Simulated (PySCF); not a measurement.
S (sulfur, neutral) across methods

[Ne] 3s1 3p4 3d1, one real determinant (an excited configuration). All numbers are calculated (PySCF 2.14, scalar relativity by spin-free X2C-1e, in x2c-QZVPPall with one added diffuse shell each of s, p, d, f type (10s7p5d3f1g, 86 functions)).

| method | E (hartree) | mean ε 3p α (eV) | mean ε 3p β (eV) | mean ε 3d α (eV) | Σ⟨r²⟩ (bohr²) | ⟨S²⟩ |
| --- | --- | --- | --- | --- | --- | --- |
| PBE0 | -398.3910 | -12.704 | -9.363 | -0.079 | 37.54 | 6.005 |
| wB97M-V | -398.4786 | -14.754 | -11.595 | -1.469 | 37.77 | 6.004 |
| B3LYP | -398.5441 | -12.262 | -9.384 | 0.116 | 37.91 | 6.005 |
| r2SCAN | -398.5148 | -11.695 | -8.478 | 0.526 | 37.61 | 6.008 |
| BP86 | -398.5832 | -11.175 | -8.669 | 0.422 | 37.92 | 6.004 |
| PBE | -398.3682 | -11.089 | -8.439 | 0.545 | 37.82 | 6.004 |
| M06-2X | -398.5061 | -13.940 | -10.321 | -0.599 | 37.94 | 6.008 |
| LDA | -397.1339 | -11.136 | -8.407 | 0.597 | 37.90 | 6.004 |

Question: Estimate the same row for UHF.

Answer: E (hartree) = -397.92738; mean ε 3p α (eV) = -17.031; mean ε 3p β (eV) = -10.708; mean ε 3d α (eV) = -1.755; Σ⟨r²⟩ (bohr²) = 37.54; ⟨S²⟩ = 6.017.

⟨L²⟩ = 8.02 against 12 for a pure F term, so this real determinant mixes terms. The outer electron is Rydberg-like, and this basis confines it to a smaller radius and binds it less than a complete one would.

The highest occupied level is positive at B3LYP, r2SCAN, BP86, PBE, LDA: only the finite basis holds that electron, which in a density functional comes from self-interaction.
